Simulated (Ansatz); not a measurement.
An input meant for TiF₄ (charge 0, singlet).

```yaml
crystal:
  periodic: [false, false, false]
  atoms:
    - {symbol: Ti, position_ang: [0.000000, -0.000002, -0.000000]}
    - {symbol: F, position_ang: [0.009266, -0.015649, 1.744018]}
    - {symbol: F, position_ang: [1.641251, 0.009213, -0.590032]}
    - {symbol: F, position_ang: [-0.828655, 1.427215, -0.564193]}
    - {symbol: F, position_ang: [-0.821853, -1.420787, -0.589793]}
basis:
  gaussian: {orbitals: def2-SVPD}
magnetization: {spin_polarized: true, initial_magnetization: 1}
hamiltonian: {xc: {name: B2PLYP}, pseudopotentials: {relativity: none}}
scf: {omitted_lower_state_checks: [starts]}
```

```sh
$ ansatz run in.yaml --threads 4 --pin off --events-out ev --progress --plain --max-ram 3916MiB
```

Output, abridged:

```
Error: a molecule whose nuclei and cores have a total charge of 58 cannot have a net charge of 0 together with 1 unpaired electrons
```

Question: Something in this input is off. What?

Answer: The number of unpaired electrons doesn't fit the electron count. The program refused the input.
